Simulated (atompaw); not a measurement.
Which change was made? (Eu, PAW (atompaw))

* Element: Eu
* Generator: atompaw 4.2.0.5
* Type: PAW
* Functional: PBE
* Relativity: scalar-relativistic
* Frozen core: [Kr] 4d10 4f7
* Valence charge: 10
* Reference configuration: 5s2 5p6 5d0 6s2 6p0
* Partial waves: 5s (bound): rc 2.50 bohr; 6s (bound): rc 3.00 bohr; 5p (bound): rc 2.85 bohr; 6p (bound, empty): rc 3.00 bohr; 5d (bound, empty): rc 3.00 bohr; 5d channel at 0.3 Ry: rc 3.00 bohr
* Local potential: bessel scheme, radius 2.65 bohr
* Core correction: smooth core density matched at 2.45 bohr
* Augmentation charge: sinc compensation charge, radius 2.45 bohr; PAW radius 3.00 bohr; waves and projectors: custom rrkj gramschmidtortho

Cutoffs, loose and tight: the cutoffs (Ry, on a coarse ladder) from which the occupation-weighted sum of valence levels, in a spherical-Bessel basis at the reference potential, stays within 10 and 1 mRy of its value at 400 Ry. They see the waves, projectors and local potential, not the compensation charge or the core.

The base gives: outcome: generated; cutoff, loose: 10 Ry; cutoff, tight: 18 Ry; bound ghosts: none.

Task: After one change the result is: outcome: generated; cutoff, loose: 8 Ry; cutoff, tight: 15 Ry; bound ghosts: none. Which change was it?
A. all radii scaled by about 1.08 (s 2.70, p 3.08, d 3.26 bohr); local potential bessel scheme, radius 2.88 bohr; augmentation sinc compensation charge, radius 2.66 bohr; PAW radius 3.26 bohr; waves and projectors: custom rrkj gramschmidtortho; core correction smooth core density matched at 2.66 bohr
B. all radii scaled by about 0.79 (s 1.98, p 2.26, d 2.38 bohr); local potential bessel scheme, radius 2.10 bohr; augmentation sinc compensation charge, radius 1.94 bohr; PAW radius 2.38 bohr; waves and projectors: custom rrkj gramschmidtortho; core correction smooth core density matched at 1.94 bohr
C. all radii scaled by about 1.27 (s 3.18, p 3.64, d 3.82 bohr); local potential bessel scheme, radius 3.38 bohr; augmentation sinc compensation charge, radius 3.12 bohr; PAW radius 3.82 bohr; waves and projectors: custom rrkj gramschmidtortho; core correction smooth core density matched at 3.12 bohr

Result: A. The others give: all radii scaled by about 0.79 (s 1.98, p 2.26, d 2.38 bohr); local potential bessel scheme, radius 2.10 bohr; augmentation sinc compensation charge, radius 1.94 bohr; PAW radius 2.38 bohr; waves and projectors: custom rrkj gramschmidtortho; core correction smooth core density matched at 1.94 bohr → outcome: generated; cutoff, loose: 15 Ry; cutoff, tight: 30 Ry; bound ghosts: none | all radii scaled by about 1.27 (s 3.18, p 3.64, d 3.82 bohr); local potential bessel scheme, radius 3.38 bohr; augmentation sinc compensation charge, radius 3.12 bohr; PAW radius 3.82 bohr; waves and projectors: custom rrkj gramschmidtortho; core correction smooth core density matched at 3.12 bohr → outcome: generated; cutoff, loose: 6 Ry; cutoff, tight: 10 Ry; bound ghosts: none.
